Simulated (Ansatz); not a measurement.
Ansatz results at the PBE0-D4/def2-TZVP geometry: LUMO energy (PBE/def2-TZVPP) -0.94 eV; size of the dipole moment (ωB97M-V/def2-TZVPP) 1.98 D; HOMO–LUMO gap (PBE0/def2-TZVPP) 6.48 eV.

Each molecule was computed in one conformer, which needn't be the lowest.

(1) Which molecule gave them?
A. `[F][Sn]([F])([Cl])[Cl]`
B. `[CH3][SnH]([F])[Br]`
C. `CC(=O)[O][SnH3]`
D. `C[S][SnH2][CH3]`

Results:

(1) D. The others give `[CH3][SnH]([F])[Br]`: -1.99, 3.55, 7.29; `[F][Sn]([F])([Cl])[Cl]`: -4.20, 1.53, 6.95; `CC(=O)[O][SnH3]`: -1.26, 0.93, 7.54.
